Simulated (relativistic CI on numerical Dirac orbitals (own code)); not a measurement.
# Calculated levels, In8+

Computed by Dirac-Coulomb-Breit CI, orbitals from a KLI potential per configuration, model QED (radiative potential, 1s self-energy scaled to tabulated hydrogen-like ionisation energies), unscaled Slater integrals (own radial code, finite nucleus).

Configurations in the expansion (outside the closed core [Ar] 3d10): 4s2 4p6 4d5, 4s2 4p5 4d6, 4s2 4p6 4d4 4f, 4s2 4p6 4d4 5s, 4s2 4p6 4d4 5p, 4s2 4p4 4d7, 4s2 4p6 4d3 5s2, 4s 4p6 4d6, 4s2 4p6 4d3 5s 5p, 4s2 4p6 4d4 5d, 4s2 4p6 4d3 4f 5s, 4s2 4p6 4d3 5p2, 4s2 4p6 4d4 6s, 4p6 4d7, 4s2 4p6 4d4 6d, 4s 4p6 4d4 5s2. Levels of other configurations are missing.

The lowest level is 4s2 4p6 4d5 6S_5/2, with 96 % of that term; Hund's rules for 4s2 4p6 4d5 give 6S with J = 5/2, in agreement.

```
No.  Configuration  Term     J  E (cm⁻¹)    %  Next component (%)  Landé g
  1    4s2 4p6 4d5    6S   5/2         0   96                4 4P    1.986
  2    4s2 4p6 4d5    4P   5/2     36774   32               28 4G    1.157
  3    4s2 4p6 4d5    4P   3/2     39987   67               29 4D    1.544
  4    4s2 4p6 4d5    4G   5/2     40075   58               25 4P    0.948
  5    4s2 4p6 4d5    4G   7/2     40159   87                6 2F    1.018
  6    4s2 4p6 4d5    4G  11/2     40873   95                5 2H    1.263
  7    4s2 4p6 4d5    4G   9/2     41280   96                2 4F    1.171
  8    4s2 4p6 4d5    4P   1/2     41891   83               14 4D    2.269
  9    4s2 4p6 4d5    4D   7/2     47251   87                7 4G    1.384
 10    4s2 4p6 4d5    4D   1/2     49712   85               14 4P    0.385
 11    4s2 4p6 4d5    4D   5/2     49822   65               19 4P    1.382
 12    4s2 4p6 4d5    4D   3/2     50650   66               29 4P    1.328
 13    4s2 4p6 4d5    2D   5/2     58281   38               31 2F    1.084
 14    4s2 4p6 4d5    2I  11/2     59166   81               16 2H    0.958
 15    4s2 4p6 4d5    2D   3/2     59440   63               33 4F    0.690
 16    4s2 4p6 4d5    2F   7/2     61147   50               37 4F    1.150
 17    4s2 4p6 4d5    2I  13/2     62046  100                        1.076
 18    4s2 4p6 4d5    4F   9/2     62894   63               29 2G    1.243
 19    4s2 4p6 4d5    4F   5/2     64948   74               19 2F    1.015
 20    4s2 4p6 4d5    2F   7/2     67866   46               39 4F    1.194
 21    4s2 4p6 4d5    4F   3/2     68593   62               34 2D    0.564
 22    4s2 4p6 4d5    2H   9/2     69144   60               24 4F    1.043
 23    4s2 4p6 4d5    2G   7/2     72868   85               13 2F    0.926
 24    4s2 4p6 4d5    2F   5/2     73591   64               30 2D    0.982
 25    4s2 4p6 4d5    2H  11/2     75638   78               18 2I    1.065
 26    4s2 4p6 4d5    2F   5/2     77040   60               23 2D    0.962
 27    4s2 4p6 4d5    2G   9/2     77576   55               33 2H    1.066
 28    4s2 4p6 4d5    2F   7/2     77759   78               15 4F    1.143
 29    4s2 4p6 4d5    2S   1/2     81409   95                2 2P    1.986
 30    4s2 4p6 4d5    2D   3/2     90186   97                2 4D    0.805
 31    4s2 4p6 4d5    2D   5/2     92823   86               10 2F    1.167
 32    4s2 4p6 4d5    2G   9/2    102509   99    1 4s2 4p4 4d7 2G    1.111
 33    4s2 4p6 4d5    2G   7/2    103361   96                3 2F    0.896
 34    4s2 4p6 4d5    2P   3/2    119677   89               10 2D    1.278
 35    4s2 4p6 4d5    2P   1/2    121755   97                2 2S    0.693
 36    4s2 4p6 4d5    2D   5/2    130783   98    1 4s2 4p4 4d7 2D    1.199
 37    4s2 4p6 4d5    2D   3/2    132400   88               10 2P    0.852
 38     4d4(5D) 5s    6D   1/2    380359   93                6 4P    3.282
 39     4d4(5D) 5s    6D   3/2    382202   96                3 4P    1.858
 40     4d4(5D) 5s    6D   5/2    384621   97                1 4P    1.651
 41     4d4(5D) 5s    6D   7/2    387280   97                2 4F    1.580
 42     4d4(5D) 5s    6D   9/2    390041   95                5 4F    1.545
 43     4d4(5D) 5s    4D   1/2    398005   89                8 2P    0.117
 44     4d4(5D) 5s    4D   3/2    400812   94                2 2P    1.206
 45     4d4(5D) 5s    4D   5/2    403973   94                2 4F    1.357
```

Energies count from the lowest computed level. Percentages are summed over parent terms; the parents shown are those of the largest component, closed shells are left out there.

The mean weight of the leading LS term, summed over parents, in these 45 levels is 79 %, and that of the leading jj configuration (from the same eigenvectors) 58 %, so LS coupling describes them better.

At this charge configurations can still be misplaced by up to about 7 % of their energy. Terms inside the open d or f shell come out 10 to 20 % too wide with unscaled integrals.

LS names give the leading component of a level, which can be under half, so a name can repeat, a term be missing and a line seem to break the LS rules.
